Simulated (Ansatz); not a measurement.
Basis-set extrapolation for `BOC(C)F` (PBE0-D4/def2-TZVP geometry, frozen core, Ansatz). Multiplicity 1, RHF reference.

```csv
,def2-TZVPP,def2-QZVPP
HF,-278.370141,-278.383177
MP2 correlation,-0.927676,-0.999452
CCSD(T) correlation,-0.996830,not run
```

Energies in hartree. Use E(X) = E(∞) + A·exp(−7.88·√X) for Hartree–Fock and E(X) = E(∞) + B·X^(−2.97) for correlation, with X = 3 and 4, and add CCSD(T) minus MP2 of the smaller set to the MP2 limit.

Q: What is the CCSD(T) energy at the basis-set limit?

A: HF limit: -278.383177 + (-0.013036) × 0.13774 = -278.38497. MP2 limit: -0.999452 + (-0.071776) × 0.74074 = -1.05262. Higher-order term: -0.996830 − (-0.927676) = -0.06915. Total: -279.50674 hartree, 367.0 kJ/mol below CCSD(T)/def2-TZVPP.
